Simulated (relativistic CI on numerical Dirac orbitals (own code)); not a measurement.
**Judd-Ofelt analysis for Sm4+**

Method of calculation: Dirac-Coulomb-Breit CI, separate exchange-only KLI orbitals for each configuration, model QED (radiative potential, 1s self-energy scaled to tabulated hydrogen-like ionisation energies), valence Slater integrals scaled by 0.85 (own radial code, finite nucleus).

Configuration 4f⁴ alone, in intermediate coupling. Take Ω₂ = 3.74, Ω₄ = 2.63, Ω₆ = 0.69 (10⁻²⁰ cm²) and refractive index n = 2.01 as given. A_ED = 64π⁴e²ν³ n(n² + 2)²/[27h(2J + 1)] Σ Ω_λ |U^λ|², in Gaussian units with ν in cm⁻¹, and A_MD is n³ times the free-ion magnetic-dipole rate; a dash marks a rate that is forbidden or under 2 % of the level's free-ion decay.

Emitting level ⁵I8 at 8048 cm⁻¹ (radiative decay alone: multiphonon quenching in a host is left out, and the level can lie too high or too low):

```csv
To,ν (cm⁻¹),U² squared,U⁴ squared,U⁶ squared,Free-ion A(M1) (s⁻¹)
⁵I4,8048,0.0000,0.0000,0.0108,-
⁵I5,6190,0.0000,0.0019,0.1268,-
⁵I6,4190,0.0015,0.0245,0.6173,-
⁵I7,2112,0.0268,0.1334,1.5248,0.371
```

Problem. Give the rates, branching ratios and the radiative lifetime.

Solution. The rates are:

```json
{"To": "⁵I4", "λ (nm)": "1243", "A_ED (s⁻¹)": "1.35", "A_MD (s⁻¹)": "0", "β (%)": "4.6"}
{"To": "⁵I5", "λ (nm)": "1616", "A_ED (s⁻¹)": "7.61", "A_MD (s⁻¹)": "0", "β (%)": "25.8"}
{"To": "⁵I6", "λ (nm)": "2387", "A_ED (s⁻¹)": "12.6", "A_MD (s⁻¹)": "0", "β (%)": "42.8"}
{"To": "⁵I7", "λ (nm)": "4735", "A_ED (s⁻¹)": "4.91", "A_MD (s⁻¹)": "3.02", "β (%)": "26.8"}
```

τ_rad = 3.39e-02 s. Computed level positions enter as ν³, so measured ones would change the rates. For the strongest line (2387 nm) and an assumed effective width Δλ = 170 nm (300 cm⁻¹), the Füchtbauer-Ladenburg formula σ = λ⁴A/(8πcn²Δλ) gives a peak emission cross-section of 0.079 × 10⁻²⁰ cm².
